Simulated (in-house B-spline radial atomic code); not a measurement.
Cr+: [Ar] 3d5

Method: non-relativistic B97-1, spin-polarised, spherical fractional occupations, exact exchange averaged over the configuration, point nucleus. Calculated with a B-spline radial code for spherical atoms.

Screening seen three ways: the hydrogenic charge with the same mean radius, Z_r = [3n² - l(l+1)]/(2<r>), the one with the same energy, Z_e = n√(-2ε), and Slater's rules. Values are occupation-weighted means over spin.

| shell | electrons | ε (eV) | <r> (bohr) | Z_r | Z_e | Slater |
| --- | --- | --- | --- | --- | --- | --- |
| 1s | 2 | -5874 | 0.06418 | 23.37 | 20.78 | 23.70 |
| 2s | 2 | -675.34 | 0.2956 | 20.30 | 14.09 | 19.85 |
| 2p | 6 | -574.04 | 0.2608 | 19.17 | 12.99 | 19.85 |
| 3s | 2 | -82.039 | 0.9142 | 14.77 | 7.37 | 12.75 |
| 3p | 6 | -53.465 | 0.9767 | 12.80 | 5.95 | 12.75 |
| 3d | 5 | -12.155 | 1.35 | 7.78 | 2.84 | 4.60 |

The least bound orbital is 3d up at -12.16 eV, and it is also the most diffuse (<r> = 1.35 bohr).

The density falls to 0.001 bohr⁻³ at 3.484 bohr; Σ<r²> = 21.606 bohr² gives, by the non-relativistic formula and without the paramagnetism of open shells, a Langevin diamagnetic susceptibility of -17.11×10⁻⁶ cm³/mol.
